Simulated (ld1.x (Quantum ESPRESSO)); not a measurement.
# An all-electron radial function and its pseudo partner (phosphorus (P))

Columns: radius, all-electron u(r) and pseudo u(r) of the 3p shell (level -14.28 eV) of phosphorus in the configuration [Ne] 3s2 3p2; PW91, non-relativistic, TM scheme, ld1.x (Quantum ESPRESSO) 7.5.

```tsv
r (bohr)	all-electron	pseudo
0.083	0.1125	-0.0051
0.166	0.2530	-0.0201
0.249	0.3228	-0.0442
0.332	0.3204	-0.0762
0.415	0.2654	-0.1145
0.498	0.1783	-0.1576
0.581	0.0748	-0.2038
0.664	-0.0344	-0.2518
0.747	-0.1418	-0.3011
0.830	-0.2430	-0.3513
0.913	-0.3353	-0.4024
0.996	-0.4175	-0.4542
1.079	-0.4891	-0.5060
1.162	-0.5504	-0.5563
1.245	-0.6016	-0.6029
1.328	-0.6431	-0.6432
1.411	-0.6755	-0.6755
1.494	-0.6994	-0.6994
1.577	-0.7156	-0.7156
1.660	-0.7250	-0.7250
1.743	-0.7284	-0.7284
1.826	-0.7265	-0.7265
1.909	-0.7200	-0.7200
1.992	-0.7097	-0.7097
2.075	-0.6962	-0.6962
2.158	-0.6800	-0.6800
```

(1) How many radial nodes do the two functions have?

(2) At about which radius was the pseudo-wave matched?

(3) Where does each function peak?

(4) Is the pseudo-wave norm-conserving?

Results:

(1) The all-electron 3p function has n − l − 1 = 1; the pseudo-wave has 0, since the states of the same l below it are removed with the core.

(2) 1.46 bohr. The columns agree to 0.0005 from 1.33 bohr on; several derivatives are matched, so the curves merge somewhat inside the radius.

(3) Outermost all-electron maximum near 1.74 bohr, pseudo maximum near 1.74 bohr (to the table’s step).

(4) Yes: the TM scheme keeps the norm inside the radius equal to the all-electron one, which fixes the energy derivative of the logarithmic derivative at the level.
